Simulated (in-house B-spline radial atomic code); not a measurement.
A fraction x of an electron is removed from 4d in Nb III (Nb2+), starting from [Kr] 4d3 and keeping the highest spin. All numbers are computed (scalar-relativistic (X2C) RPBE, spin-polarised, spherical fractional occupations; Fermi nucleus of rms radius 4.324 fm) with a B-spline radial code for spherical atoms, not measured.

```csv
x,E(x) - E(0) (eV),4d up level (eV)
0,0.0000,-19.931
0.04,0.8058,-20.360
0.24,5.0943,-22.535
0.32,6.9326,-23.422
0.49,11.0762,-25.334
0.5,11.3301,-25.448
0.57,13.1394,-26.247
0.63,14.7349,-26.937
0.76,18.3348,-28.449
0.88,21.8333,-29.863
1,25.5025,-31.294
```

The exact functional would give a straight line between the two integer points. Deviations E(x) - E(0) - x[E(1) - E(0)], in eV: -0.214 at x = 0.04, -1.026 at x = 0.24, -1.228 at x = 0.32, -1.42 at x = 0.49, -1.421 at x = 0.5, -1.397 at x = 0.57, -1.332 at x = 0.63, -1.047 at x = 0.76, -0.609 at x = 0.88.

The curve lies below the straight line by up to 1.421 eV (at x = 0.5): convex, the delocalisation error that favours fractional charges.

**Question.** How well does Slater's transition state (minus the level at half occupation) give the ionisation energy?

**Answer.** It gives 25.448 eV against 25.503 eV from the two total energies; NIST lists 25.04 eV, ground level to ground level.
